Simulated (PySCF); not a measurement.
Gas-phase reaction: HfCl4.H2O + 3 O = HfCl4 + 2 HO2

Computed with PySCF and rigid-rotor harmonic-oscillator thermochemistry at 1 bar. † marks an energy on the PBE0/def2-TZVP geometry and frequencies; other levels use their own. MP2 freezes the core. Open shells (unrestricted): O (multiplicity 3, electronic degeneracy 9), HO2 (multiplicity 2); the rest are closed-shell singlets. Spin-orbit splitting is ignored; it lowers the true energy and changes the entropy of O. B3LYP is the form with VWN-RPA correlation. Hf: scalar-relativistic def2 core potential, no spin-orbit coupling. Adducts (HfCl4.H2O) have no counterpoise correction, and HF, PBE, BLYP, B3LYP and PBE0 lack dispersion. HfCl4.H2O: computed as isolated molecules; such fragments, hydroxides, amides, oligomers or adducts are transient or little studied in the gas. MP2 isn't extrapolated to the basis-set limit; its ΔH°(298 K) is -310.2 kJ in def2-SVP and -376.8 kJ in def2-TZVPP. The harmonic model lacks anharmonicity and excited electronic states, which grow with temperature; levels with a mode under 35 cm⁻¹ are left out. Soft modes under 120 cm⁻¹ make the harmonic entropy rough for HfCl4.H2O, HfCl4.

```
level              ΔE electronic, kJ  ΔH°(298 K), kJ  ΔS°(298 K), J/K  ΔG°(600 K), kJ
-----------------  -----------------  --------------  ---------------  --------------
B3LYP/def2-TZVP†                -467            -464             -101            -399
BLYP/def2-TZVP†                 -555            -551             -101            -486
MP2/def2-SVP†                   -314            -310             -101            -246
MP2/def2-TZVPP†                 -381            -377             -101            -312
PBE/def2-TZVP†                  -595            -591             -101            -527
PBE0/def2-SVP†                  -446            -443             -101            -378
PBE0/def2-TZVP                  -461            -458             -101            -393
r2SCAN/def2-TZVP†               -477            -473             -101            -408
LDA/def2-TZVP†                  -765            -761             -101            -696
```
ΔH° is lowest at LDA/def2-TZVP† and highest at MP2/def2-SVP†. No reference value is set beside these.
